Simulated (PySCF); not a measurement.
**NaPb⁺ from Hartree–Fock to correlated methods**

State: ³Π (triplet), unpaired electrons σ ↑, π ↑. Set-up: Na aug-cc-pVDZ, Pb aug-cc-pVDZ-PP with ECP60; scalar-relativistic core potentials (PySCF 2.14). De refers to Na⁺ + Pb in their high-spin ground configurations, without counterpoise correction. The functionals are run spin-unrestricted. A positive dipole points towards Pb; it is taken about the centre of mass and depends on that origin. Levels whose curve was spin-contaminated or gave no clean fit are not listed.

| Level | Re (Å) | ωe (cm⁻¹) | De (eV) | μ (D) | CPU s a point (SCF and correlation, without the integrals) |
| --- | --- | --- | --- | --- | --- |
| UHF | 3.530 | 100 | n/a | -11.33 | 0.32 |
| UHF-MP2 | 3.486 | 104 | n/a | n/a | 0.57 |
| UHF-SCS-MP2 | 3.489 | 104 | n/a | n/a | n/a |
| PBE | 3.473 | 100 | n/a | -10.16 | 0.86 |
| BLYP | 3.504 | 96.2 | n/a | -10.16 | 0.67 |
| BP86 | 3.503 | 97.9 | n/a | -10.59 | 0.6 |
| r²SCAN | 3.466 | 102 | n/a | -10.72 | 1.1 |
| PBE0 | 3.447 | 104 | n/a | -10.42 | 1.7 |
| BHandHLYP | 3.424 | 106 | n/a | -10.49 | 0.8 |

(1) What does a quarter of exact exchange do here, going from PBE to PBE0?

(2) What does second-order correlation do here, going from UHF to UHF-MP2?

Correlated steps freeze 5 core orbitals. Spin–orbit coupling is left out, which matters for elements this heavy, above all for dissociation energies. Counting both spins, an empty level lies below a filled one in some of these solutions, because spin and occupation are held. The state is the lowest determinant that a PBE0 search found; another state may lie lower at other levels.

The whole job (state search and all levels along the bond) took about 3.1 min on 1 thread of Oxide Virtual Turin-like (shared host), peak memory 0.76 GiB.

Results:

(1) PBE0 less PBE: -2.6 pm in Re, +4.0 % in ωe. Exact exchange removes part of the self-interaction that spreads semilocal densities, and in most molecules shortens and stiffens the bond and lowers De; so it does here.

(2) UHF-MP2 less UHF: -4.4 pm in Re, +4.0 % in ωe. Correlation nearly always deepens the well. The bond shortens, as in weak, metallic or heavy-atom bonds, where dispersion and the correlation of outer-core electrons pull the atoms together.
